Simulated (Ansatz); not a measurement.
This singlet lies 0.89 eV below the relaxed triplet at the level frozen-core CCSD(T)/cc-pVTZ // B3LYP-D3(BJ)/def2-TZVP (Ansatz, a program for electronic structure).

Species: H4NSSi, SMILES `[SiH3][N+]S` (lower singlet; Si–N–S–H torsion 0°) (charge 1, multiplicity 1).

Give a relaxed geometry from B3LYP-D3(BJ)/def2-TZVP (Ansatz).

One answer among several that fit: the end point of this relaxation, one of several conformers (outside a Z-matrix the atoms follow the SMILES, hydrogens last).
Cartesian coordinates (Å) in one orientation:
```xyz
7

Si    -0.978     0.002     0.082
N      0.647    -0.799     0.229
S      2.083    -0.438    -0.020
H     -1.449    -0.088     1.474
H     -1.646    -0.916    -0.856
H     -0.749     1.367    -0.423
H      2.092     0.871    -0.486
```
